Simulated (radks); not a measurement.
Effect of the nuclear size on the tin ion Sn21+, [Ar] 3d10 4s1. Method: Dirac Kohn-Sham, relativistic LDA (MacDonald-Vosko exchange, VWN5 correlation), spin-unpolarised, spherical densities, finite nucleus; Fermi nuclear charge, rms radius 4.6519 fm; computed with a radial shooting solver on a logarithmic mesh with Libxc functionals. The rms radius is varied about that value; shifts are against it.

rms radius (fm)  total energy shift (eV)  density at nucleus (e/bohr^3)  1s1/2 shift (meV)  2s1/2 shift (meV)  3s1/2 shift (meV)  3p1/2 shift (meV)  4s1/2 shift (meV)  4p1/2 (empty) shift (meV)  5s1/2 (empty) shift (meV)
4.0565                            -0.976                      1.929e+05               -408              -46.9              -9.22              0.492              -2.62                      0.160                      -1.10
4.3077                            -0.578                      1.911e+05               -242              -27.8              -5.46              0.291              -1.55                      0.095                     -0.649
4.6519                                 0                      1.889e+05              0.000              0.000              0.000              0.000              0.000                      0.000                      0.000
4.9775                             0.582                      1.869e+05                243               27.9               5.49             -0.293               1.56                     -0.095                      0.653
5.3404                              1.27                      1.849e+05                530               61.0               12.0             -0.638               3.40                     -0.208                       1.42

Slopes of the eigenvalues against <r^2> in GHz/fm^2, as finite differences over the two radii next to the reference (eigenvalue slopes, not the field-shift constants of lines): 1s1/2 18800, 2s1/2 2170, 3s1/2 426, 3p1/2 -22.7, 4s1/2 121, 4p1/2 (empty) -7.38, 5s1/2 (empty) 50.6.
